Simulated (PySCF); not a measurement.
# Shifts of the heteroatoms

Structure with atom numbers: `[CH2:1]=[N:2][C:3](=[CH2:4])[O:5][SiH2:6][C:7]([CH3:8])=[O:9]`; H(Xn) means a hydrogen on atom n. Ha(C1) is cis to C3; Ha(C4) is cis to N2; Hb(C1) is trans to C3; Hb(C4) is trans to N2.

PySCF 2.14.0 with density-fitted response routines calculation with GIAO PBE0/pcSseg-1 shieldings and structure optimised with GFN2-xTB; one conformer, relativity neglected, rapidly exchanging positions averaged, isolated molecule.

(1) Predict the ²⁹Si NMR data.

(2) Where does ¹⁵N resonate?

(3) Predict the ¹⁷O NMR data.

Results:

(1) 
```tsv
atoms	environment	σ (ppm)	δ (ppm)
Si6	silicon bonded to C, O, 2 H	404.7	-52.7
```

Shieldings were converted by a linear fit to measured shifts: ²⁹Si: δ = 279.94 − 0.822σ (rms 8.9 ppm, 72 shifts, 25.8 ppm with the 6 outliers that the fit left out vs TMS, solution or neat liquid). Occasional misses reach two or three times the rms, and more in compound classes unlike the fitted ones.

On a 400 MHz spectrometer ²⁹Si resonates near 79.5 MHz, so 1 ppm is 79.5 Hz.

(2) 
| atoms | environment | σ (ppm) | δ (ppm) |
| --- | --- | --- | --- |
| N2 | imine nitrogen | -124.3 | -33.5 |

Shieldings were converted by a linear fit to measured shifts: ¹⁵N (scatter 6.3 ppm rms vs CH3NO2, solution or neat liquid). A few per cent of atoms miss by over 2 rms, more outside the fitted compound classes.

On a 600 MHz spectrometer ¹⁵N resonates near 60.8 MHz, so 1 ppm is 60.8 Hz.

(3) 
```json
{"atoms": "O9", "environment": "carbonyl oxygen", "σ (ppm)": "-492.2", "δ (ppm)": "715.1"}
{"atoms": "O5", "environment": "oxygen bonded to C, Si", "σ (ppm)": "220.4", "δ (ppm)": "65.9"}
```

Shieldings were converted by a linear fit to measured shifts: ¹⁷O: δ = 266.70 − 0.911σ (rms 10.7 ppm, 155 shifts, 12.2 ppm with the 3 outliers that the fit left out vs liquid water, solution or neat liquid). Occasional misses reach two or three times the rms, and more in compound classes unlike the fitted ones.

On a 500 MHz spectrometer ¹⁷O resonates near 67.8 MHz, so 1 ppm is 67.8 Hz.
